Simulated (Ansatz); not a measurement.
Consider the redistribution: `N[SiH2]O[SiH2]N` + `F[BH][AlH2]` → `N[SiH2][AlH2]` + `N[SiH2]OBF`.

Program: Ansatz. Geometries: PBE0-D4/def2-TZVP. ΔE: electronic, gas phase. CBS: MP2 limit from def2 TZ/QZ plus the TZ coupled-cluster correction, frozen cores. Functionals use def2-TZVPP. B3LYP here is the variant with VWN-RPA as its local correlation; programs differ in this. One conformer a species, not always the lowest.

| level | ΔE (kJ/mol) | difference from CCSD(T)/CBS |
| --- | --- | --- |
| PBE-D4 | -75.7 | -14.0 |
| r2SCAN-D4 | -70.0 | -8.3 |
| PBE0-D4 | -73.3 | -11.6 |
| B3LYP-D4 | -64.4 | -2.7 |
| ωB97X-V | -63.5 | -1.8 |
| ωB97M-V | -62.0 | -0.3 |
| B2PLYP | -63.1 | -1.4 |
| PBE | -76.2 | -14.5 |
| r2SCAN | -70.4 | -8.7 |
| PBE0 | -73.8 | -12.1 |
| B3LYP | -65.0 | -3.3 |
| HF/def2-TZVPP | -55.7 | 6.0 |
| MP2/def2-TZVPP | -62.1 | -0.4 |
| SCS-MP2/def2-TZVPP | -58.3 | 3.4 |
| CCSD/def2-TZVPP | -62.1 | -0.4 |
| CCSD(T)/def2-TZVPP | -63.8 | -2.1 |
| HF/def2-QZVPP | -53.7 | 8.0 |
| MP2/def2-QZVPP | -60.2 | 1.5 |
| SCS-MP2/def2-QZVPP | -56.6 | 5.1 |
| HF/CBS(def2) | -53.4 | 8.3 |
| MP2/CBS(def2) | -59.9 | 1.8 |
| CCSD/CBS(def2) | -59.9 | 1.8 |
| CCSD(T)/CBS | -61.7 | 0 |

Largest T1 diagnostic among the species: 0.014.

In def2-TZVPP, CCSD(T) changes the Hartree–Fock value by −8.1 kJ/mol (the triples alone add −1.7 kJ/mol) and MP2 by −6.4 kJ/mol.

CCSD(T)/CBS has its own doubt, a few kJ/mol and more with outer-core shells, so smaller differences from it don't rank the levels.
